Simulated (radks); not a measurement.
Results of a calculation; reference values are marked as such.
Zn4+, 26 electrons, occupied as [Ar] 3d8.

Level of theory: Dirac Kohn-Sham, BLYP, spin-unpolarised, spherical densities, point nucleus; open shells fill j = l - 1/2 first (a radial shooting solver on a logarithmic mesh with Libxc functionals).

Energy parts (hartree):
part                       energy
total                 -1791.66008
kinetic                1825.24835
electron-nucleus      -4259.04431
Hartree                 712.11939
exchange-correlation    -69.98351

Orbitals (lengths in bohr, moments of r in powers of bohr; <r^-3> diverges for s and p1/2; r(max) is where P^2 peaks):
| orbital | occ. | eigenvalue (hartree) | <r^2> | <1/r> | <r^-3> | r(max) | small-component weight |
|---|---|---|---|---|---|---|---|
| 1s1/2 | 2 | -352.5490 | 0.003405 | 30.23 | - | 0.03291 | 1.17e-02 |
| 2s1/2 | 2 | -45.06602 | 0.06031 | 6.620 | - | 0.1894 | 2.24e-03 |
| 2p1/2 | 2 | -39.99263 | 0.04716 | 6.579 | - | 0.1501 | 2.23e-03 |
| 2p3/2 | 4 | -39.11479 | 0.04869 | 6.421 | 769.8 | 0.1530 | 2.19e-03 |
| 3s1/2 | 2 | -7.14577 | 0.5205 | 2.124 | - | 0.5854 | 5.12e-04 |
| 3p1/2 | 2 | -5.52842 | 0.5601 | 2.002 | - | 0.5825 | 4.67e-04 |
| 3p3/2 | 4 | -5.41088 | 0.5759 | 1.965 | 103.9 | 0.5904 | 4.57e-04 |
| 3d3/2 | 4 | -2.70205 | 0.7479 | 1.670 | 11.47 | 0.5474 | 3.46e-04 |
| 3d5/2 | 4 | -2.68625 | 0.7555 | 1.660 | 11.20 | 0.5499 | 3.43e-04 |
| 4s1/2 | 0 | -1.83916 | 3.911 | 0.7115 | - | 1.674 | 9.27e-05 |
| 4p1/2 | 0 | -1.47396 | 4.911 | 0.6297 | - | 1.871 | 7.65e-05 |
| 4p3/2 | 0 | -1.46007 | 5.000 | 0.6232 | 12.39 | 1.891 | 7.56e-05 |

The highest occupied level is 3d5/2 at -73.097 eV. Summed over all electrons, <r^2> = 10.89 bohr^2, which gives a Langevin (diamagnetic) susceptibility term of -8.63 x 10^-6 cm^3/mol.
